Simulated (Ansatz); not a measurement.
System (SMILES): [Cl][Ga] (Cl-Ga) (closed-shell singlet).
Geometry (B3LYP-D3(BJ)/def2-TZVP, fixed):
```
Ga
Cl 1 2.2389
```

How fast the dipole moment converges with the basis for several methods (Ansatz, an electronic-structure program): deviation from each method's own reference, in D. References: CCSD(T) 2.565 D, the value in aug-pcseg-3; HF 2.600 D, the value in aug-pcseg-3; MP2 2.561 D, the value in aug-pcseg-3; PBE 2.469 D, the value in aug-pcseg-3; PBE0 2.578 D, the value in aug-pcseg-3. Cartesian d functions, on some or all atoms, in 6-31G, 6-31G**; all else is spherical. In correlated methods cores are frozen (with 3d on Ga to Br). No added dispersion term, no relativity. The reference of a correlated method is not its basis-set limit, which lies further on.

```
basis            functions  CCSD(T)      HF     MP2     PBE    PBE0
---------------  ---------  -------  ------  ------  ------  ------
6-31G                   42    0.840   1.024   0.697   0.353   0.574
pcseg-1                 45    0.017   0.312   0.081   0.113   0.198
cc-pV(D+d)Z             50   -0.273   0.074  -0.193  -0.208  -0.090
6-31G**                 54   -0.218   0.151  -0.145  -0.144  -0.028
aug-cc-pV(D+d)Z         68   -0.027   0.047   0.026  -0.004   0.014
pcseg-2                 77   -0.101   0.138  -0.038   0.038   0.068
aug-pcseg-2            109   -0.055   0.012  -0.019   0.005   0.005
aug-cc-pV(T+d)Z        114   -0.033   0.005  -0.010  -0.016  -0.011
pcseg-3                132   -0.007   0.025   0.000   0.005   0.011
def2-QZVP              145   -0.022  -0.009  -0.023  -0.037  -0.026
def2-QZVPP             159   -0.019  -0.003  -0.020  -0.035  -0.023
cc-pV(5+d)Z            204   -0.002  -0.008  -0.011  -0.027  -0.018
```

Mean absolute deviation over pcseg-2, aug-pcseg-2, aug-cc-pV(T+d)Z: PBE 0.020, MP2 0.023, PBE0 0.028, HF 0.052, CCSD(T) 0.063 D.
